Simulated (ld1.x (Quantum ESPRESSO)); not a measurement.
# What one change does to a pseudopotential (Ta (Z = 73), PAW)

```json
{
 "Element": "tantalum (Ta)",
 "Generator": "ld1.x (Quantum ESPRESSO) 7.5",
 "Type": "PAW",
 "Functional": "PBEsol",
 "Relativity": "scalar-relativistic",
 "Frozen core": "[Xe] 4f14",
 "Valence charge": "5",
 "Reference configuration": "5d3 6s1.5 6p0 (charge +0.5)",
 "Partial waves": "6s (bound): rcut 2.40, rcutus 2.80 bohr; 6s channel at 1.15 Ry: rcut 2.40, rcutus 2.80 bohr; 6p (bound, empty): rcut 2.80, rcutus 3.65 bohr; 6p channel at 0.25 Ry: rcut 2.80, rcutus 3.65 bohr; 5d (bound): rcut 2.45, rcutus 3.10 bohr; 5d channel at 3.95 Ry: rcut 2.45, rcutus 3.10 bohr",
 "Local potential": "all-electron potential smoothed inside 3.50 bohr (lloc = -1)",
 "Core correction": "a·sin(br)/r model core inside 1.80 bohr",
 "Augmentation charge": "BG, radius 2.65 bohr"
}
```

All-electron outer shells of the reference configuration (PBEsol, scalar-relativistic, ld1.x):

```tsv
shell	level (eV)	outermost node (bohr)	outermost maximum (bohr)
4f	-28.19	–	0.44
6s	-8.48	1.32	2.71
5d	-6.95	0.65	1.58
6p	-3.87	1.59	3.61
```

Change: wave 6s channel at 1.15 Ry: rcut 2.40, rcutus 2.80 bohr becomes 6s channel at -0.41 Ry: rcut 2.40, rcutus 2.80 bohr.

Cutoffs: the cutoffs (Ry, on a coarse ladder) from which the occupation-weighted sum of valence levels, in a spherical-Bessel basis at the reference potential, stays within 10 and 1 mRy of its value at 400 Ry; they do not see the model core or the augmentation charge, which bear on the density cutoff. Errors are all-electron minus pseudo energies relative to the spin-unpolarised reference configuration.

Problem. What does the change do?

Solution. Both files are so soft that the ladder of cutoffs tells neither apart; the errors of the 7 common tests hardly move; the range in which the s phases agree narrows (upper end 4.4 → 1.2); neither file shows a bound ghost.

```csv
quantity,base,changed
"cutoff, loose",10 Ry,10 Ry
"cutoff, tight",12 Ry,12 Ry
bound ghosts,none,none
"error for 5d3 6s2 6p0, meV [ΔE -3.48 eV]",+0.9,+1.0
"error for 5d3 6s1 6p0, meV [ΔE 5.03 eV]",-2.6,-2.6
"error for 5d3 6s0 6p0, meV [ΔE 20.00 eV]",-26,-26
"error for 5d3.5 6s1.5 6p0, meV [ΔE -2.49 eV]",-7.6,-7.6
"error for 5d2 6s2 6p1, meV [ΔE -0.44 eV]",-30,-26
"error for 5d3 6s1 6p1, meV [ΔE 0.74 eV]",-0.6,-0.6
"error for 5d3 6s0 6p2, meV [ΔE 5.19 eV]",-6.7,-6.7
s: phases at 3.97 bohr within 0.05 rad from the reference energy up to (Ry; the scan ends near 5),4.4,1.2
p: phases at 3.97 bohr within 0.05 rad from the reference energy up to (Ry; the scan ends near 5),1.7,1.7
d: phases at 3.97 bohr within 0.05 rad from the reference energy up to (Ry; the scan ends near 5),0.4,0.4
lowest overlap eigenvalue by channel,"s 0.49, p 0.56, d 0.80","s 0.38, p 0.56, d 0.80"
```

Base: ld1.x warns that Blöchl-style (BG) augmentation functions are not a good idea. Changed file: ld1.x warns that Blöchl-style (BG) augmentation functions are not a good idea.
